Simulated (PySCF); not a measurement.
Working out the excitation energy of Sn

Sn [Kr] 4d10 5s2 5p2 (3P) → Sn [Kr] 4d10 5s2 5p1 6s1 (3P). Computed with PySCF 2.14 in aug-cc-pVDZ-PP with ECP28MDF (5s4p3d, 32 functions), with a scalar-relativistic core potential. Frozen: 4s2 4p6 4d10. Energies in hartree (1 hartree = 27.21139 eV):

```
             part   Sn (lower)   Sn (upper)
              UHF  -213.335453  -213.180142
MP2 opposite-spin    -0.028959    -0.028651
    MP2 same-spin    -0.006346    -0.005713
```

**Question.** What does Hartree-Fock give?

**Answer.** (-213.180142) − (-213.335453) = 0.155311 hartree = 4.226 eV.

**Question.** What do MP2 and SCS-MP2 (6/5 opposite-spin, 1/3 same-spin) give?

**Answer.** The opposite-spin parts differ by 0.008 eV and the same-spin parts by 0.017 eV. MP2: 4.226 + (0.008) + (0.017) = 4.251 eV. SCS-MP2: 4.226 + 1.2 × (0.008) + (0.017)/3 = 4.241 eV.

Measured between the centres of the two terms (NIST): 4.275 eV, so MP2 (valence) is off by -0.024 eV.

A double-zeta basis recovers only part of the correlation energy.

What remains against the reference includes basis incompleteness, the frozen core and correlation beyond second order.
